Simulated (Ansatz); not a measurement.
Consider the formal exchange of groups at the Si–Ge bond: `F[SiH]([AlH2])[GeH3]` + `CF` → `FC[SiH](F)[AlH2]` + GeH₄.

Calculated with Ansatz (gas phase, PBE0-D4/def2-TZVP geometries, no zero-point term in ΔE). CCSD(T)/CBS adds triple-zeta CCSD(T) − MP2 to the extrapolated MP2 energy (def2 sets, frozen cores). This one scheme is used for every species. DFT in def2-TZVPP. B3LYP here is the variant with VWN-RPA as its local correlation; programs differ in this. HSE06 is defined as in plane-wave codes. For Ge outer-core shells are correlated without core-valence functions, which leaves a few kJ/mol of doubt a bond. Scalar relativity is left out up to krypton. Each species was taken in one conformer, which may not be the lowest.

```json
{"level": "revPBE-D4", "ΔE (kJ/mol)": "39.2", "difference from CCSD(T)/CBS": "0.5"}
{"level": "BLYP-D4", "ΔE (kJ/mol)": "36.6", "difference from CCSD(T)/CBS": "-2.1"}
{"level": "B3LYP-D4", "ΔE (kJ/mol)": "37.4", "difference from CCSD(T)/CBS": "-1.3"}
{"level": "B3LYP", "ΔE (kJ/mol)": "36.0", "difference from CCSD(T)/CBS": "-2.7"}
{"level": "r2SCAN0", "ΔE (kJ/mol)": "38.9", "difference from CCSD(T)/CBS": "0.2"}
{"level": "HSE06", "ΔE (kJ/mol)": "41.4", "difference from CCSD(T)/CBS": "2.7"}
{"level": "HF/def2-TZVPP", "ΔE (kJ/mol)": "32.3", "difference from CCSD(T)/CBS": "-6.4"}
{"level": "CCSD(T)/def2-TZVPP", "ΔE (kJ/mol)": "36.9", "difference from CCSD(T)/CBS": "-1.8"}
{"level": "HF/def2-QZVPP", "ΔE (kJ/mol)": "31.4", "difference from CCSD(T)/CBS": "-7.3"}
{"level": "HF/CBS(def2)", "ΔE (kJ/mol)": "31.3", "difference from CCSD(T)/CBS": "-7.4"}
{"level": "CCSD(T)/CBS", "ΔE (kJ/mol)": "38.7", "difference from CCSD(T)/CBS": "0"}
```

Largest T1 diagnostic among the species: 0.012.

In def2-TZVPP, CCSD(T) changes the Hartree–Fock value by +4.6 kJ/mol (the triples alone add +0.4 kJ/mol) and MP2 by +4.7 kJ/mol. Leaving LDA and LC-ωPBE aside and taking each functional with its dispersion term where it has one, the values, not all of them listed here, spread over 10.6 kJ/mol, from CAM-B3LYP-D4 to HSE06-D4. LDA lies −5.4 kJ/mol from PBE without D4.
